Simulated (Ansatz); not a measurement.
System: C$_{4}$H$_{5}$FO, charge 0, multiplicity 1. 
Geometry from a B3LYP-D3(BJ)/def2-TZVP (Ansatz, an electronic-structure program) optimisation:
```xyz
11

O      2.5434    -0.2030    -0.2213
C      1.4853    -0.1967     0.3541
C      0.2225     0.3055    -0.2172
C     -0.8007     0.9796     0.7047
C     -1.0712    -0.3643     0.1724
F     -2.0108    -0.4961    -0.8138
H      1.4029    -0.5851     1.3942
H      0.2799     0.6748    -1.2322
H     -1.3424     1.8086     0.2725
H     -0.5553     1.0774     1.7542
H     -1.0504    -1.2307     0.8214
```
Charge 0, spin multiplicity 1.

Basis-set convergence of Hartree-Fock and MP2 correlation energies (hartree) with Ansatz. Valence correlation only, unless marked. No spin-orbit coupling. No relativistic terms.

```
basis    functions       E(HF)  E(corr, MP2)
-------  ---------  ----------  ------------
cc-pVDZ        109  -328.65282      -0.89824
cc-pVTZ        250         ___           ___
```

**Question.** Fill in the missing entries.

**Answer.** 
- cc-pVTZ, E(HF): -328.75235
- cc-pVTZ, E(corr, MP2): -1.12780
